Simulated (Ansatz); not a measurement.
A short molecular-dynamics run on Pt₂H₄.

```yaml
crystal:
  periodic: [false, false, false]
  atoms:
    - {symbol: Pt, position_ang: [-1.204957, -0.321165, 0.343743]}
    - {symbol: Pt, position_ang: [1.203287, 0.323696, -0.340968]}
    - {symbol: H, position_ang: [-1.952547, 0.881087, -0.202254]}
    - {symbol: H, position_ang: [2.421228, 1.042105, 0.278317]}
    - {symbol: H, position_ang: [-2.418424, -1.045066, -0.278161]}
    - {symbol: H, position_ang: [1.951402, -0.880656, 0.199333]}
basis:
  gaussian: {orbitals: def2-SVP}
hamiltonian: {xc: {name: BLYP}}
md: {timestep: 1 fs, n_steps: 15, ensemble: nve, temperature: 700, initial_velocities: maxwell_boltzmann, seed: 398}
scf: {omitted_lower_state_checks: [starts]}
```

```sh
$ ansatz run in.yaml --threads 4 --pin off --events-out ev --progress --plain --max-ram 3916MiB
```

```csv
step,time (fs),potential energy (eV),kinetic (eV),T (K),conserved (eV)
0,0.0,-6559.0968,0.3619,700,-6558.7349
1,1.0,-6559.0293,0.2963,573,-6558.7329
2,2.0,-6558.8883,0.1656,320,-6558.7227
3,3.0,-6558.8245,0.1062,205,-6558.7183
4,4.0,-6558.8997,0.1734,335,-6558.7263
5,5.0,-6559.0027,0.2704,523,-6558.7323
6,6.0,-6559.0334,0.3023,585,-6558.7311
7,7.0,-6558.9932,0.2654,513,-6558.7279
8,8.0,-6558.9240,0.1983,383,-6558.7257
9,9.0,-6558.8586,0.1341,259,-6558.7245
10,10.0,-6558.8174,0.0939,182,-6558.7235
11,11.0,-6558.8179,0.0952,184,-6558.7227
12,12.0,-6558.8718,0.1481,287,-6558.7236
13,13.0,-6558.9630,0.2354,455,-6558.7276
14,14.0,-6559.0332,0.3002,581,-6558.7330
15,15.0,-6559.0098,0.2757,533,-6558.7341
```

Velocities are drawn at the set temperature; a run this short doesn't reach equilibrium.

In the def2 sets Pt takes a core potential; there is no spin–orbit coupling.

Frames (Å, forces in eV/Å):

```xyz
6
time=0.0 fs
Pt   -1.205   -0.321    0.344    0.223   -0.146    0.286
Pt    1.203    0.324   -0.341   -0.223    0.144   -0.287
H    -1.953    0.881   -0.202   -0.214    0.296   -0.116
H     2.421    1.042    0.278    0.343    0.212    0.137
H    -2.418   -1.045   -0.278   -0.340   -0.206   -0.137
H     1.951   -0.881    0.199    0.211   -0.300    0.116
6
time=1.0 fs
Pt   -1.204   -0.321    0.343    0.677   -1.782    0.718
Pt    1.202    0.323   -0.341    0.151   -0.050   -0.074
H    -1.916    0.832   -0.179   -1.057    1.679   -0.746
H     2.432    1.058    0.268    0.149    0.077    0.050
H    -2.439   -1.059   -0.289    0.060    0.040    0.069
H     1.948   -0.905    0.202    0.020    0.036   -0.017
6
time=2.0 fs
Pt   -1.202   -0.320    0.343    1.090   -3.231    1.113
Pt    1.201    0.323   -0.340    0.515   -0.206    0.127
H    -1.890    0.800   -0.163   -1.799    2.913   -1.306
H     2.444    1.075    0.258   -0.060   -0.069   -0.039
H    -2.458   -1.073   -0.299    0.401    0.249    0.242
H     1.944   -0.928    0.205   -0.146    0.344   -0.137
6
time=3.0 fs
Pt   -1.201   -0.320    0.342    1.014   -3.679    1.128
Pt    1.199    0.323   -0.340    0.803   -0.302    0.277
H    -1.881    0.795   -0.159   -1.962    3.208   -1.439
H     2.456    1.092    0.248   -0.243   -0.202   -0.110
H    -2.474   -1.085   -0.306    0.650    0.400    0.367
H     1.939   -0.949    0.206   -0.261    0.575   -0.223
6
time=4.0 fs
Pt   -1.200   -0.319    0.342    0.322   -2.882    0.664
Pt    1.198    0.323   -0.339    0.980   -0.329    0.358
H    -1.890    0.821   -0.170   -1.414    2.325   -1.042
H     2.466    1.106    0.236   -0.375   -0.307   -0.154
H    -2.484   -1.092   -0.310    0.800    0.486    0.439
H     1.931   -0.964    0.205   -0.313    0.706   -0.265
6
time=5.0 fs
Pt   -1.198   -0.319    0.342   -0.584   -1.492    0.021
Pt    1.197    0.322   -0.339    1.037   -0.284    0.359
H    -1.914    0.869   -0.190   -0.559    0.914   -0.410
H     2.472    1.118    0.223   -0.443   -0.374   -0.167
H    -2.486   -1.095   -0.310    0.848    0.510    0.459
H     1.921   -0.972    0.202   -0.300    0.727   -0.262
6
time=6.0 fs
Pt   -1.197   -0.319    0.342   -1.288   -0.208   -0.484
Pt    1.195    0.322   -0.338    0.977   -0.169    0.280
H    -1.942    0.926   -0.214    0.183   -0.330    0.143
H     2.473    1.125    0.209   -0.441   -0.400   -0.149
H    -2.480   -1.093   -0.305    0.793    0.470    0.424
H     1.907   -0.973    0.196   -0.224    0.637   -0.214
6
time=7.0 fs
Pt   -1.196   -0.319    0.341   -1.651    0.733   -0.744
Pt    1.194    0.321   -0.338    0.809    0.014    0.124
H    -1.969    0.980   -0.236    0.675   -1.170    0.512
H     2.470    1.129    0.193   -0.371   -0.383   -0.101
H    -2.466   -1.087   -0.297    0.629    0.364    0.332
H     1.892   -0.968    0.188   -0.091    0.441   -0.123
6
time=8.0 fs
Pt   -1.194   -0.319    0.341   -1.701    1.383   -0.781
Pt    1.193    0.321   -0.337    0.547    0.247   -0.096
H    -1.989    1.023   -0.254    0.952   -1.655    0.721
H     2.464    1.130    0.176   -0.238   -0.324   -0.029
H    -2.446   -1.077   -0.285    0.354    0.192    0.183
H     1.875   -0.959    0.179    0.087    0.156    0.001
6
time=9.0 fs
Pt   -1.193   -0.319    0.340   -1.512    1.843   -0.652
Pt    1.192    0.321   -0.337    0.223    0.492   -0.352
H    -2.001    1.050   -0.265    1.079   -1.893    0.820
H     2.456    1.127    0.159   -0.052   -0.229    0.060
H    -2.423   -1.065   -0.272   -0.022   -0.039   -0.017
H     1.860   -0.948    0.170    0.283   -0.174    0.141
6
time=10.0 fs
Pt   -1.192   -0.319    0.340   -1.166    2.159   -0.417
Pt    1.191    0.320   -0.336   -0.105    0.688   -0.603
H    -2.002    1.058   -0.268    1.102   -1.954    0.841
H     2.447    1.122    0.143    0.161   -0.112    0.156
H    -2.400   -1.054   -0.258   -0.452   -0.303   -0.245
H     1.847   -0.939    0.162    0.460   -0.477    0.267
6
time=11.0 fs
Pt   -1.191   -0.319    0.340   -0.763    2.293   -0.136
Pt    1.190    0.320   -0.336   -0.364    0.765   -0.795
H    -1.992    1.048   -0.263    1.034   -1.860    0.794
H     2.440    1.116    0.127    0.367    0.007    0.244
H    -2.381   -1.046   -0.247   -0.843   -0.541   -0.451
H     1.838   -0.935    0.157    0.568   -0.664    0.344
6
time=12.0 fs
Pt   -1.190   -0.318    0.339   -0.400    2.139    0.140
Pt    1.189    0.320   -0.335   -0.483    0.683   -0.885
H    -1.972    1.020   -0.251    0.858   -1.577    0.664
H     2.436    1.110    0.115    0.520    0.100    0.307
H    -2.371   -1.042   -0.240   -1.070   -0.678   -0.573
H     1.835   -0.937    0.155    0.575   -0.668    0.347
6
time=13.0 fs
Pt   -1.189   -0.318    0.339   -0.114    1.557    0.402
Pt    1.188    0.320   -0.335   -0.424    0.462   -0.859
H    -1.945    0.977   -0.232    0.526   -1.020    0.415
H     2.437    1.105    0.105    0.580    0.145    0.334
H    -2.370   -1.045   -0.239   -1.047   -0.657   -0.569
H     1.838   -0.945    0.156    0.478   -0.487    0.277
6
time=14.0 fs
Pt   -1.188   -0.317    0.338    0.166    0.448    0.703
Pt    1.187    0.320   -0.335   -0.202    0.176   -0.738
H    -1.912    0.925   -0.209   -0.021   -0.085    0.000
H     2.443    1.102    0.098    0.529    0.130    0.321
H    -2.380   -1.055   -0.243   -0.782   -0.486   -0.444
H     1.845   -0.958    0.160    0.310   -0.183    0.158
6
time=15.0 fs
Pt   -1.187   -0.316    0.338    0.536   -1.132    1.097
Pt    1.185    0.319   -0.334    0.130   -0.092   -0.564
H    -1.879    0.871   -0.186   -0.788    1.233   -0.583
H     2.455    1.100    0.095    0.380    0.062    0.274
H    -2.397   -1.069   -0.252   -0.376   -0.225   -0.247
H     1.855   -0.973    0.166    0.117    0.153    0.024
```

Run time 13 s (4 threads of Arm Neoverse V2 on a shared host).
